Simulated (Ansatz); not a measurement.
Ga₅N₄H₁₆, a cluster cut from zinc blende GaN (hydrogen-capped). The state is a doublet with charge 0. Geometry r2SCAN-D4/def2-SVP; atoms count from 1.

```xyz
25

N     0.1586   -1.7202   -0.2080
N     1.7911    0.8497   -0.9121
N    -1.7965    0.5347   -1.1119
N    -0.1546    0.8282    1.5257
Ga   -1.5358   -1.4587   -1.2661
Ga    1.8692   -1.1561   -1.1091
Ga    0.0069   -1.0443    1.5386
Ga    1.5380    1.7142    0.8895
Ga   -1.8835    1.4331    0.6891
H     0.2468   -2.7415   -0.1355
H     1.1726    1.2661   -1.6131
H     2.7245    1.1598   -1.2055
H    -2.7283    0.6931   -1.5119
H    -1.1758    1.0386   -1.7510
H    -0.2376    1.1383    2.5019
H    -1.2367   -1.7971   -2.7661
H    -2.7101   -2.0905   -0.4346
H     1.7561   -1.4968   -2.6342
H     3.0571   -1.6114   -0.1869
H     0.9626   -1.7310    2.7147
H    -0.9248   -1.8921    2.6225
H     2.7116    1.1601    1.7763
H     1.2487    3.2381    0.6666
H    -3.0466    0.7027    1.4529
H    -1.8136    2.9832    0.4684
```

Single mean-field runs in def2-TZVP are fitted with def2-universal-jkfit.

(1) Estimate the Mulliken populations from the PBE0/def2-TZVP orbitals of Ansatz.

(2) Where does the spin sit?

(3) And the Mayer bond orders between heavy atoms (over 0.3)?

Results:

(1) 
```
atom  charge (e)  spin (α − β)
  N1       -0.43          0.01
  N2       -0.57          0.00
  N3       -0.57          0.00
  N4       -0.43          0.01
 Ga5        0.20          0.00
 Ga6        0.20          0.00
 Ga7        0.16          0.08
 Ga8        0.20          0.00
 Ga9        0.20          0.00
 H10        0.24          0.00
 H11        0.24          0.00
 H12        0.26          0.00
 H13        0.26          0.00
 H14        0.24          0.00
 H15        0.24          0.00
 H16       -0.08          0.00
 H17       -0.09          0.00
 H18       -0.08          0.00
 H19       -0.09          0.00
 H20        0.10          0.44
 H21        0.10          0.44
 H22       -0.09          0.00
 H23       -0.08          0.01
 H24       -0.09          0.00
 H25       -0.08          0.00
```
Mulliken values depend strongly on the basis.

(2) Summed by element: N 0.02, Ga 0.08, H 0.90, of 1 unpaired in all. Largest on single atoms: H20 0.44, H21 0.44, Ga7 0.08.

(3) N1–Ga5 0.67 (2.01 Å); N1–Ga6 0.67 (2.01 Å); N1–Ga7 0.98 (1.88 Å); N2–Ga6 0.66 (2.02 Å); N2–Ga8 0.67 (2.01 Å); N3–Ga5 0.67 (2.02 Å); N3–Ga9 0.67 (2.01 Å); N4–Ga7 0.98 (1.88 Å); N4–Ga8 0.67 (2.01 Å); N4–Ga9 0.67 (2.01 Å).
